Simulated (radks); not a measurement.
Ce+, configuration [Xe] 4f1 5d2 (the NIST ground configuration).

Method: Dirac Kohn-Sham, LDA (Slater exchange, Perdew-Wang correlation), spin-unpolarised, spherical densities, finite nucleus; open shells fill j = l - 1/2 first; Fermi nuclear charge, rms radius 4.8771 fm; computed with a radial shooting solver on a logarithmic mesh with Libxc functionals.

Energy parts (Ry):
| part | energy |
|---|---|
| total | -17715.9280 |
| kinetic | 19000.0555 |
| electron-nucleus | -43146.6673 |
| Hartree | 6837.3961 |
| exchange-correlation | -406.7123 |

Orbitals (lengths in bohr, moments of r in powers of bohr; <r^-3> diverges for s and p1/2; r(max) is where P^2 peaks):
orbital  occ.  eigenvalue (Ry)   r(max)  <r^-3>      <r^2>
1s1/2       2        -2954.188  0.01575       -  0.0008221
2s1/2       2        -473.1321  0.08930       -    0.01302
2p1/2       2        -446.9506  0.06799       -   0.009541
2p3/2       4        -414.1684  0.07325    7081    0.01080
3s1/2       2        -102.0633   0.2551       -    0.08887
3p1/2       2        -90.94529   0.2417       -    0.08369
3p3/2       4        -84.50679   0.2532    1428    0.09125
3d3/2       4        -64.98194   0.2032   234.3    0.07466
3d5/2       6        -63.59777   0.2064   213.1    0.07681
4s1/2       2        -20.84437   0.5934       -     0.4591
4p1/2       2        -16.71466   0.6025       -     0.4902
4p3/2       4        -15.32174   0.6272   309.6     0.5320
4d3/2       4         -8.52739   0.6479   42.13     0.6341
4d5/2       6         -8.28350   0.6560   37.94     0.6509
4f5/2       1         -0.70610   0.7067   4.299      1.629
4f7/2       0         -0.68174   0.7117   4.176      1.673
5s1/2       2         -3.27259    1.370       -      2.600
5p1/2       2         -2.14540    1.499       -      3.326
5p3/2       4         -1.94250    1.569   44.61      3.671
5d3/2       2         -0.54847    2.182   2.688      9.418
5d5/2       0         -0.53330    2.223   2.373      9.786

The highest occupied level is 5d3/2 at -7.462 eV. The configuration is held as typed, so some empty levels lie below it. Summed over all electrons, <r^2> = 59.03 bohr^2, which gives a Langevin (diamagnetic) susceptibility term of -46.8 x 10^-6 cm^3/mol. For comparison, the ionisation energy in NIST's Atomic Spectra Database is 10.96 eV (semi-empirical). In exact Kohn-Sham theory the highest level is minus the ionisation energy, but local and semilocal functionals leave it too shallow, through self-interaction and a potential that decays too fast; potentials with the right tail come closer. The density falls to 0.001 e/bohr^3 at r = 4.37 bohr.

Beside tabulated values, note that spin-unpolarised runs miss the spin-polarisation part of the exchange energy of open shells.
